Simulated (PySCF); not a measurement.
# How methods differ on the ionisation energy of Ba³¹⁺

Ba³¹⁺ [Ar] 3d7 (4F) → Ba³²⁺ [Ar] 3d6 (5D), as a difference of total energies. Calculation: PySCF 2.14, in an uncontracted even-tempered set (18 s from 4.4 bohr⁻², ratio 2.5; 13 p from 5.7 bohr⁻², ratio 2.5; 8 d from 5.7 bohr⁻², ratio 2.5; 4 f from 25 bohr⁻², ratio 2.7; 3 g from 38 bohr⁻², ratio 2.7); scalar relativity by spin-free X2C-1e. Correlated levels: outer shells: [Ne] frozen; virtual orbitals above 40 to 60 times the deepest correlated orbital energy dropped. The calculations carry no spin-orbit coupling.

| method | ionisation energy (eV) |
| --- | --- |
| UHF | 1958.9 |
| PBE | 1959.9 |
| r2SCAN | 1961.2 |
| BHandHLYP | 1960.3 |
| r2SCANh | 1961.2 |
| MP2 (outer shells) | 1960.1 |
| SCS-MP2 (outer shells) | 1960.2 |

Estimate what LDA gives.

1959.4 eV, closest to PBE among the rows shown.

Estimate what PBE0 gives.

1960.2 eV, closest to SCS-MP2 (outer shells) among the rows shown.

Spin-orbit coupling is strong in these open shells (close to jj coupling). The scalar numbers leave it out and a first-order estimate fails, so it can dominate the gap to the real levels.

Breit and QED terms and the two-electron picture change are absent.

For comparison: 1958 ± 4 eV (theoretical estimate listed by NIST; NIST Atomic Spectra Database, ionization energies).
